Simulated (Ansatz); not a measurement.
**Ligand exchange: C2H5BrMg + HOF → C2H6MgO + BrF**

Gas-phase species: C2H5BrMg `C[CH2][Mg][Br]`, singlet; HOF (hypofluorous acid) `OF`, singlet; C2H6MgO `C[CH2][Mg][OH]`, singlet; BrF (bromine fluoride), singlet. The partners trade Br for OH: Mg–Br and F–OH bonds give way to Mg–OH and F–Br.

Shapes, held fixed at every level: PBE0-D4/def2-TZVP. Programs: Ansatz 0.2.0. The zero-point and thermal change to 298 K, harmonic and unscaled (PBE0-D4/def2-TZVP), is -3.1 kJ/mol.

(1) Estimate ΔH(298 K) of this reaction.

Answers

(1) The highest level, CCSD(T)/def2-TZVPP, gives ΔH(298 K) = -81.4 kJ/mol; the levels span -95.7 to -58.4. The column of differences is taken from that level and isn't an error. No measured value is set beside it here. Relativity is left out for Br. Outer-core shells of Br, Mg are correlated, in sets that cover them unevenly. Sets without diffuse functions underbind ionic bonds of s-block metals.

| level | kind | ΔH(298 K) (kJ/mol) | less CCSD(T)/def2-TZVPP |
| --- | --- | --- | --- |
| HF/def2-SVP | Hartree–Fock | -64.6 | +16.8 |
| PBE-D4/def2-TZVPP | GGA | -77.9 | +3.5 |
| r2SCAN-D4/def2-TZVPP | meta-GGA | -74.9 | +6.5 |
| wB97X-V/def2-TZVPP | range-separated hybrid | -81.1 | +0.3 |
| MP2/def2-TZVPP | perturbation theory | -95.7 | -14.3 |
| CCSD(T)/def2-SVP | coupled cluster or CI | -58.4 | +23.0 |
| CCSD(T)/def2-TZVPP | coupled cluster or CI | -81.4 | 0.0 |
